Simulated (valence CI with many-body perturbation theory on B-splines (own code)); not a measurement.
**Questions on Cd³⁴⁺**

Level of theory: relativistic CI+MBPT: four valence electrons over a frozen Dirac-Fock core [Ne], a basis of 11 s, 11 p, 9 d, 7 f, 5 g, 2 h, 1 i functions for each j, with the one-electron correlation potential Σ1 (screened to all orders), the two-electron term Σ2, the three-electron term Σ3, Breit, model QED; selected single and double excitations, second order for the rest (own B-spline code, finite nucleus).

No measured spectrum was set against this ion. As an estimate, large intervals hold to a few tenths of a per cent, small ones and those within an open d or f shell to about a per cent.

Levels are named by their leading jj configuration (3d3/2^4 stands for four electrons in 3d with j = 3/2), which in mixed levels can hold well under half, so a name can repeat and another be missing.

Rates and lifetimes use the calculated energies. Strong lines usually hold to 10 to 20 %, long lifetimes can be off by a factor of two.

Question: What is the ground level?

Answer: (3s^2 3p1/2^2) J=0, composition 75 % 3s2.3p2 3P + 24 % 3s2.3p2 1S.

Question: Where does the other parity begin?

Answer: At (3s 3p1/2^2 3p3/2) J=2, 1005500 cm⁻¹.

Question: How well does LS coupling describe the low levels?

Answer: Among the lowest 20 levels the leading LS term, summed over configurations, holds 62 % on average. For single configurations the figures are 56 % in LS and 77 % in jj coupling. Terms mix most in the J = 2 level at 1515800 cm⁻¹, where the leading one holds 32 %.

Question: What is the ionisation energy?

Answer: 2193.8 eV; NIST lists 2195 ± 4 eV (semi-empirical).

Question: Among levels below 2833800 cm⁻¹, which E1 lines absorb most strongly from the ground level?

Answer: to (3s^2 3p1/2 3d3/2) J=1 at 6.451 nm, f = 0.336; to (3s 3p1/2 3p3/2^2) J=1 at 6.714 nm, f = 0.323; to (3s 3p1/2^2 3p3/2) J=1 at 8.735 nm, f = 0.136.
